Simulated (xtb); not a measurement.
C$_{5}$H$_{10}$BO$_{2}$ (SMILES C[C]1OBOC1(C)C), doublet, geometry from GFN2-xTB. Base run: GFN2-xTB in xtb 6.7.1.

Here is a job for xtb.
```
$ xtb mol.xyz --gfn 2 --uhf 1 --json

# file mol.xyz
18

C      1.38783337    -1.67713362    -0.49869636
C      0.79873560    -0.41684391     0.00159427
O      1.56256697     0.70592981     0.12310994
B      0.71090051     1.76643767     0.29491471
O     -0.59015660     1.38139942     0.26214498
C     -0.65228721    -0.03006612     0.05195812
C     -1.39560536    -0.31547624    -1.26577292
C     -1.40075495    -0.68264337     1.22658614
H      2.42266284    -1.74844629    -0.17117652
H      1.38034292    -1.73094878    -1.59463291
H      0.82869591    -2.53095126    -0.11943654
H      1.06725639     2.85930756     0.44861849
H     -2.40410858     0.08499364    -1.20716015
H     -0.87726423     0.16310918    -2.09326871
H     -1.44018145    -1.38639621    -1.44029850
H     -0.89157880    -0.45513150     2.15976303
H     -2.41410674    -0.29358893     1.27639362
H     -1.43303248    -1.75979002     1.09056981
```

Variants of this job, named by their change:

| change | ΔE vs base (mEh) | dipole (D) | SCF cycles |
|---|---|---|---|
| base | 0.000 | 2.54 | 11 |
| gbsa = water | -4.440 | 3.21 | 12 |
| acc = 0.0001 | 0.000 | 2.54 | 20 |
| etemp = 5000 | -1.063 | 2.61 | 11 |
| acc = 1000 | 0.001 | 2.53 | 7 |
| acc = 30 | 0.000 | 2.54 | 8 |

ALPB and GBSA are two models with their own fitted parameters for each solvent, which aren't always the measured dielectric constant.
